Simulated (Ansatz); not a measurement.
The same path of a periodic cell of 13 atoms, Ti12H (host Ti, host structure hcp, interstitial H) was run twice with different band settings.

Computed with Ansatz 0.2.0, DFT PBE, scalar-relativistic, plane waves, PAW. Settings: cutoff 420 eV, k mesh 4x3x5, fermi-dirac smearing 0.15 eV, no spin polarisation.

Relaxed end points:

```xyz
13
Lattice="5.9000 0.0000 0.0000 -4.4250 7.6643 0.0000 0.0000 0.0000 4.6846" Properties=species:S:1:pos:R:3
Ti 0.000 0.012 -0.008
Ti -0.002 1.699 2.324
Ti -1.479 2.543 0.001
Ti -1.474 4.229 2.342
Ti -2.983 5.089 0.006
Ti -2.978 6.831 2.332
Ti 2.949 0.032 -0.004
Ti 2.953 1.714 2.335
Ti 1.478 2.558 0.011
Ti 1.475 4.244 2.343
Ti 0.032 5.089 0.005
Ti 0.028 6.831 2.331
H -1.475 5.959 3.506
```

```xyz
13
Lattice="5.9000 0.0000 0.0000 -4.4250 7.6643 0.0000 0.0000 0.0000 4.6846" Properties=species:S:1:pos:R:3
Ti -0.002 0.012 0.005
Ti -0.004 1.698 2.356
Ti -1.480 2.542 -0.004
Ti -1.476 4.227 2.340
Ti -2.981 5.090 -0.008
Ti -2.981 6.831 2.350
Ti 2.947 0.030 0.002
Ti 2.952 1.714 2.346
Ti 1.476 2.558 -0.014
Ti 1.472 4.244 2.338
Ti 0.028 5.089 -0.008
Ti 0.030 6.832 2.352
H -1.482 5.958 1.171
```

Common settings: optimiser quadratic models (default); force threshold 0.05 eV/Å; end points relaxed.

| run | movable images | climbing image | spring | start path | iteration limit |
| --- | --- | --- | --- | --- | --- |
| 1 | 3 | yes | 2.0 eV/Å² | straight line | 80 |
| 2 | 4 | no | 5.0 eV/Å² | default | 50 |

(1) What does each run give, and how far can it be trusted?

Results:

(1) Run 1: converged after 3 iterations, highest image 0.662 eV above the first end. By the program's own check the climbing image is a first-order saddle point (lowest curvatures found: -2.02 and 0.62 eV/Å²).
Run 2: converged after 3 iterations, highest image 0.611 eV above the first end. No image climbed, so the highest image needn't sit at the top of the path.
Limits of this set-up: coarse k mesh, odd electron count without spin, a small cell, in which the defect meets its images.
